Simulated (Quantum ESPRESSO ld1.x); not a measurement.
Values are calculated unless marked as measured or tabulated.
Question: Species: Sr2+. Configuration: [Kr]. Level of theory: scalar-relativistic Kohn-Sham, PBE, spin-unpolarised, spherical densities, point nucleus (ld1.x of Quantum ESPRESSO 7.5). Some entries of the table are withheld. Estimate them.

orbital  occ.  eigenvalue (eV)  <r> (bohr)  r(max) (bohr)
1s          2       -15951.552     0.03916          0.025
2s          2              (1)      0.1725          0.145
2p          6              (2)      0.1504          0.116
3s          2         -347.840      0.4920            (3)
3p          6         -270.212      0.4984          0.433
3d         10         -142.070      0.4982          0.376
4s          2          -54.724       1.352            (4)
4p          6          -36.517       1.548           1.33

Answer: 
(1) 2s eigenvalue (eV): -2172.124
(2) 2p eigenvalue (eV): -1931.590
(3) 3s r(max) (bohr): 0.437
(4) 4s r(max) (bohr): 1.19
